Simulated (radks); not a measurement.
Results of a calculation; reference values are marked as such.
Ionisation of the phosphorus ion P2+, [Ne] 3s2 3p1, to P3+, [Ne] 3s2, under several functionals. Non-relativistic Kohn-Sham, spin-polarised, spherical densities, point nucleus; open shells are filled with parallel spins first; a radial shooting solver on a logarithmic mesh with Libxc functionals. The NIST Atomic Spectra Database gives 30.203 eV (measured). Rank these functionals by the error of their Delta-SCF ionisation energy: LDA (Slater exchange, Perdew-Wang correlation); SOGGA; revPBE; revTPSS; OLYP; TPSS; PBE; exchange-only PBE.

Answer. From best to worst: LDA (Slater exchange, Perdew-Wang correlation) 30.183 eV (-0.019); PBE 30.092 eV (-0.111); TPSS 30.075 eV (-0.128); revPBE 30.064 eV (-0.139); revTPSS 30.034 eV (-0.169); OLYP 30.001 eV (-0.202); SOGGA 29.961 eV (-0.242); exchange-only PBE 29.245 eV (-0.957). Open shells are spherical and high-spin; term and fine-structure splittings are not resolved.
